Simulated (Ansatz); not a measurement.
F₂GeH₆O₈Si₂ (`O[Si](O)(O)[O][Ge]([F])([F])[O][Si](O)(O)O`). The species carries charge 0 and has multiplicity 1. Correlated methods include outer-core shells of Ge, which these sets cover unevenly. Scalar relativity is left out up to krypton.

Z-matrix (Å, degrees):
```
Si
O 1 1.620
O 1 1.648 2 113.1
O 1 1.620 2 108.5 3 -119.6
O 1 1.633 2 110.2 3 117.2
H 2 0.964 1 115.1 3 -56.1
H 3 0.959 1 116.9 2 -98.8
H 4 0.958 1 117.8 2 -27.9
Ge 5 1.726 1 136.3 2 -114.8
F 9 1.703 5 111.1 1 -70.6
F 9 1.703 5 107.6 1 173.5
O 9 1.726 5 113.7 1 52.2
Si 12 1.634 9 135.5 5 17.4
O 13 1.626 12 103.1 9 -168.7
O 13 1.630 12 111.5 9 -45.7
O 13 1.627 12 112.4 9 68.8
H 14 0.958 13 117.2 12 175.2
H 15 0.968 13 116.8 12 -39.3
H 16 0.958 13 117.7 12 65.2
```

Q: Give the diagnostics of a CCSD(T)/def2-TZVPP run (frozen core, Ansatz 0.2.0). (An estimate is asked.)

A: Ansatz gave: T1 = 0.0121, largest single amplitude 0.011, largest double 0.009, (T) share of the correlation energy 3.4 %, 9 CCSD cycles. The RHF solution is stable towards an unrestricted one. T1 lies under the customary mark of 0.02 for closed shells.
